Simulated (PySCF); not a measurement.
C3H2F4, SMILES C=C(F)C(F)(F)F.

Geometry optimised at B3LYP-D3(BJ)/def2-SVP.

Method: PBE/def2-TZVP (PySCF).

Symmetry labels are those of the subgroup Cs that the program uses (full group Cs).

Computed valence orbital energies around the gap with their symmetry:
```json
[
 {"orbital": "HOMO−7", "symmetry": "A\"", "energy (eV)": "-11.36"},
 {"orbital": "HOMO−6", "symmetry": "A'", "energy (eV)": "-11.29"},
 {"orbital": "HOMO−5", "symmetry": "A'", "energy (eV)": "-10.79"},
 {"orbital": "HOMO−4", "symmetry": "A\"", "energy (eV)": "-10.36"},
 {"orbital": "HOMO−3", "symmetry": "A'", "energy (eV)": "-10.10"},
 {"orbital": "HOMO−2", "symmetry": "A\"", "energy (eV)": "-9.85"},
 {"orbital": "HOMO−1", "symmetry": "A'", "energy (eV)": "-9.12"},
 {"orbital": "HOMO", "symmetry": "A\"", "energy (eV)": "-7.19"},
 {"orbital": "LUMO", "symmetry": "A\"", "energy (eV)": "-1.79"},
 {"orbital": "LUMO+1", "symmetry": "A'", "energy (eV)": "0.64"},
 {"orbital": "LUMO+2", "symmetry": "A'", "energy (eV)": "1.13"},
 {"orbital": "LUMO+3", "symmetry": "A'", "energy (eV)": "2.09"}
]
```
